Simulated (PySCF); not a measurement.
C4H3N2O (doublet state).
Geometry (GFN2-xTB, Å), atoms numbered from 1 in this order:
```xyz
10
C4H3N2O angstrom
N     -1.3727    1.5538    1.5416
C     -1.3774    0.6738    0.7835
C     -1.3658   -0.3763   -0.0919
O     -0.2630   -1.0508   -0.4744
C      0.9792   -0.5754    0.0075
C      1.3715    0.6636   -0.6454
N      1.6510    1.6280   -1.1872
H     -2.2748   -0.7552   -0.5308
H      0.9464   -0.4039    1.0943
H      1.7145   -1.3529   -0.2253
```

The hyperfine couplings belong to this conformer and change with its torsions.

Identity: `N#C[CH]OCC#N` [radical].

Level of theory: PySCF, UKS B3LYP, pcH-1 on C H N O, non-relativistic, mean-field spin-orbit, GIAO. The structure is a single GFN2-xTB conformer in the gas phase; no vibrational or solvent corrections. A GFN2-xTB geometry isn't a minimum of the functional, and hyperfine couplings can be far from their values at a DFT geometry. Stability of the SCF solution: not tested.

(1) The isotropic 13C couplings are +61.5, -57.5, +11.0, -3.7 MHz. Assign them to C2; C3; C5; C6.

(2) The isotropic 1H couplings, averaged over equivalent nuclei, are -53.4, +5.5 MHz. Assign them to H8; H9/H10.

## Answers

(1) 
```json
{"site": "C2", "a_iso (MHz)": "-57.5", "ρ(0) (bohr⁻³)": "-0.0511", "position": "1 bond from C3", "distance from C3 (Å)": "1.37", "spin population": "-0.18", "largest |T| (MHz)": "20.4"}
{"site": "C3", "a_iso (MHz)": "+61.5", "ρ(0) (bohr⁻³)": "+0.0547", "position": "largest spin population", "distance from C3 (Å)": "0.00", "spin population": "+0.70", "largest |T| (MHz)": "121.8"}
{"site": "C5", "a_iso (MHz)": "-3.7", "ρ(0) (bohr⁻³)": "-0.0033", "position": "2 bonds from C3", "distance from C3 (Å)": "2.36", "spin population": "-0.01", "largest |T| (MHz)": "2.0"}
{"site": "C6", "a_iso (MHz)": "+11.0", "ρ(0) (bohr⁻³)": "+0.0098", "position": "3 bonds from C3", "distance from C3 (Å)": "2.98", "spin population": "+0.01", "largest |T| (MHz)": "1.1"}
```

(2) 
```json
{"site": "H8", "a_iso (MHz)": "-53.4", "ρ(0) (bohr⁻³)": "-0.0119", "position": "α, 1 bond from C3", "distance from C3 (Å)": "1.08", "bound to": "C3", "spin population there": "+0.70", "largest |T| (MHz)": "29.7"}
{"site": "H9/H10", "a_iso (MHz)": "+5.5", "ρ(0) (bohr⁻³)": "+0.0012", "position": "γ, 3 bonds from C3", "distance from C3 (Å)": "2.92", "bound to": "C5", "spin population there": "-0.01", "largest |T| (MHz)": "5.2"}
```

ρ(0) is the spin density at the nucleus and T the dipolar tensor; entries for several nuclei are means. The largest Mulliken spin populations are on C3 (+0.70), N1 (+0.39), C2 (-0.18) and O4 (+0.12). The angles at C3 add up to 360.0°, so it is planar; its axial dipolar tensor and the negative coupling of its proton fit spin in a p orbital normal to that plane.

Nuclei that the bonding pattern makes equivalent are averaged, as if the motion that swaps them (rotation, inversion, ring flip) were fast. The 1H value of +5.5 MHz is a mean of couplings from -0.9 to 11.8 MHz in this one geometry, not an average over conformers.

Hardware: one thread, Arm Neoverse V1 (aarch64) (shared host). Cost: 36 s of wall time (grids of density and orbitals included), 0.73 GiB resident at most.
